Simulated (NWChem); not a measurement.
Molecule: HgCl, doublet; SMILES [Cl][Hg]

Program: NWChem. Spin-unrestricted. Medium grid unless said otherwise, to which SCAN and Minnesota functionals are sensitive. Coordinates come from a PBE0/def2-SVP, spin-unrestricted optimisation. The spin multiplicity was typed, not searched, and may not be the lowest. No stability test was run on the SCF state. def2 effective core potentials on Hg; no spin-orbit coupling.

Task: Predict the results for M05-2X/def2-TZVP. Quantities: highest occupied level (eV); lowest empty minus highest occupied level, either spin (eV); dipole (D); <S²>.

Result: highest occupied level (eV): -8.48
lowest empty minus highest occupied level, either spin (eV): 4.44
dipole (D): 3.32
<S²>: 0.759
